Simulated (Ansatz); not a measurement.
C2H6O2Si can be A, `OC1CO[SiH2]1`, or B, `OC(O)=C[SiH3]`.

Program: Ansatz. Geometries: PBE0-D4/def2-TZVP. ΔE: electronic, gas phase. CCSD(T)/CBS adds triple-zeta CCSD(T) − MP2 to the extrapolated MP2 energy (def2 sets, frozen cores). DFT in def2-TZVPP. B3LYP here is the variant with VWN-RPA as its local correlation; programs differ in this. One conformer a species, not always the lowest.

(1) Which isomer does CCSD(T)/CBS put lower? Give the gap. (An estimate is asked.)

(2) Give E(B) − E(A) in kcal/mol with B2PLYP, CCSD/def2-TZVPP, MP2/def2-TZVPP, B3LYP-D4, r2SCAN-D4, CCSD(T)/def2-TZVPP, BLYP-D4. (An estimate is asked.)

(3) Does the order hold for the free energy at 298.15 K (harmonic terms from PBE0-D4)? (Estimate.)

Largest T1 diagnostic: 0.013.

Answers

(1) Computed: A, by 6.5 kcal/mol.

(2) Ansatz gave: B2PLYP 4.3, CCSD/def2-TZVPP 6.3, MP2/def2-TZVPP 6.5, B3LYP-D4 3.2, r2SCAN-D4 2.8, CCSD(T)/def2-TZVPP 5.8, BLYP-D4 1.8. None reverses the order clearly.

(3) The calculation gave: Yes: G(B) − G(A) = +3.1 kcal/mol, for one conformer each. Modes under 60 cm⁻¹, often nearly free rotors, make the harmonic entropy too high.

From r2SCAN to r2SCAN0 (25 % exact exchange), in def2-TZVPP and without D4, E(B) − E(A) moves by +1.5 kcal/mol. Leaving LDA and LC-ωPBE aside and taking each functional with its dispersion term where it has one, the values, not all of them listed here, spread over 5.2 kcal/mol, from BLYP-D4 to ωB97X-V.
